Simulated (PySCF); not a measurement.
Several structures and their simulated spectra, in scrambled order.

A. `CC1=CCc2cc(Cl)ccc21`
B. SMILES CN([SiH](N(C)C)C)C
C. `C[C@@H](F)O[C@H](F)C(F)F`

Spectrum 1. $^{1}$H NMR (300 MHz, computed): δ 6.16 (m, 1H), 5.93 (m, 1H), 5.90 (m, 1H), 1.61 (m, 3H). $^{13}$C{$^{1}$H} NMR (computed): δ 118.5 (CH), 110.0 (CH), 107.5 (CH), 23.2 (CH3).

Spectrum 2. $^{1}$H NMR (300 MHz, computed): δ 4.81 (q, 1H), 2.55 (s, 12H), -0.04 (d, 3H). $^{13}$C{$^{1}$H} NMR (computed): δ 38.9 (CH3), -3.6 (CH3).

Spectrum 3. $^{1}$H NMR (300 MHz, computed): δ 7.66 (s, 1H), 7.57 (m, 1H), 7.56 (m, 1H), 6.46 (t, 1H), 3.42 (m, 2H), 2.33 (s, 3H). $^{13}$C{$^{1}$H} NMR (computed): δ 152.6 (C), 149.4 (C), 147.9 (C), 142.2 (C), 137.6 (CH), 132.3 (CH), 130.2 (CH), 124.3 (CH), 41.3 (CH2), 15.9 (CH3).

How the numbers were obtained: geometry from GFN2-xTB, shielding tensors at PBE0/pcSseg-1 (GIAO), in PySCF 2.14 (averaged over atoms made equivalent by symmetry, fast rotation or ring inversion, one conformer, non-relativistic Hamiltonian, isolated molecule).

Referencing at the same level of theory: $^{1}$H (31.72 ppm) and $^{13}$C (186.93 ppm) vs TMS. Splittings of carbon signals by F and P are missing where no couplings were computed. Where no couplings were computed, multiplicities follow the n + 1 count of equivalent neighbours, and m marks all less simple cases (inequivalent or close neighbours, rings, F or P nearby). Shifts are as computed. Against solution values, carbons near 30 ppm lie about +3 ppm off and those near 130 ppm about +5 ppm; carbons on Cl a further +6 ppm. Of 1211 compounds with measured shifts, 218 miss one by over three times the rms of a fit or turn the order of signals round; such compounds aren't used in these exercises. Carbons bonded to Cl come out too deshielded.

Q: Which spectrum belongs to which compound?

A: 1–C, 2–B, 3–A.

- Spectrum 1 (C): 4 $^{13}$C signals; δC 118.5 is an sp3 CH bonded to 2 F; δC 110.0 is an sp3 CH bonded to F and O.
- Spectrum 2 (B): 2 $^{13}$C signals; δC 38.9 is a methyl carbon bonded to N; δC -3.6 is a methyl carbon bonded to Si.
- Spectrum 3 (A): 10 $^{13}$C signals; δC 147.9 is a fully substituted alkene carbon; δC 137.6 is an alkene CH.
